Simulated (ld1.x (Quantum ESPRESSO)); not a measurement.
# argon (Ar): one change to a PAW potential, before and after

```
Element                 : Ar (Z = 18)
Generator               : ld1.x (Quantum ESPRESSO) 7.5
Type                    : PAW
Functional              : LDA (PZ)
Relativity              : non-relativistic
Frozen core             : [Ne]
Valence charge          : 8
Reference configuration : 3s2 3p5.75 (charge +0.25)
Partial waves           : 3s (bound): rcut 0.90, rcutus 1.15 bohr; 3s channel at -1.2 Ry: rcut 0.90, rcutus 1.15 bohr; 3p (bound): rcut 1.30, rcutus 1.40 bohr; 3p channel at -0.2 Ry: rcut 1.30, rcutus 1.40 bohr; 3d channel at 0.2 Ry: rcut 1.05, rcutus 1.40 bohr
Local potential         : all-electron potential smoothed inside 1.10 bohr (lloc = -2)
Core correction         : Bessel-smoothed model core inside 0.65 bohr
Augmentation charge     : PSQ, radius 0.85 bohr
```

All-electron outer shells of the reference configuration (LDA (PZ), non-relativistic, ld1.x):

```tsv
shell	level (eV)	outermost node (bohr)	outermost maximum (bohr)
3s	-26.97	0.52	1.17
3p	-13.20	0.49	1.28
```

Change: local potential all-electron potential smoothed inside 0.60 bohr (lloc = -2).

Cutoffs: the cutoffs (Ry, on a coarse ladder) from which the occupation-weighted sum of valence levels, in a spherical-Bessel basis at the reference potential, stays within 10 and 1 mRy of its value at 400 Ry; they do not see the model core or the augmentation charge, which bear on the density cutoff. Errors are all-electron minus pseudo energies relative to the spin-unpolarised reference configuration.

Q: How do hardness, ghosts and transferability respond?

A: The potential gets neither clearly harder nor softer (35 Ry and 60 Ry → 35 Ry and 60 Ry); the errors of the 9 common tests hardly move; the range in which the s phases agree narrows (upper end at the end of the scan → 3.0); neither file shows a bound ghost.

```tsv
quantity	base	changed
cutoff, loose	35 Ry	35 Ry
cutoff, tight	60 Ry	60 Ry
bound ghosts	none	none
error for 3s2 3p6, meV [ΔE -2.95 eV]	0.0	0.0
error for 3s2 3p5, meV [ΔE 13.23 eV]	-0.5	-0.4
error for 3s2 3p4, meV [ΔE 41.97 eV]	-5.0	-4.7
error for 3s1 3p6, meV [ΔE 27.43 eV]	-0.5	-0.5
error for 3s2 3p3, meV [ΔE 84.63 eV]	-22	-21
error for 3s2 3p5.5, meV [ΔE 3.66 eV]	-0.1	-0.1
error for 3s2 3p2, meV [ΔE 142.34 eV]	-69	-65
error for 3s2 3p5.75 (spin-polarised), meV [ΔE -0.01 eV]	0.0	0.0
error for 3s2 3p5 (spin-polarised), meV [ΔE 13.00 eV]	-0.6	-0.6
s: phases at 1.55 bohr within 0.05 rad from the reference energy up to (Ry; the scan ends near 5)	to the end of the scan	3.0
p: phases at 1.55 bohr within 0.05 rad from the reference energy up to (Ry; the scan ends near 5)	to the end of the scan	to the end of the scan
d: phases at 1.55 bohr within 0.05 rad from the reference energy up to (Ry; the scan ends near 5)	to the end of the scan	5.0
lowest overlap eigenvalue by channel	s 0.48, p 0.80, d 1.00	s 0.43, p 0.72, d 1.00
```
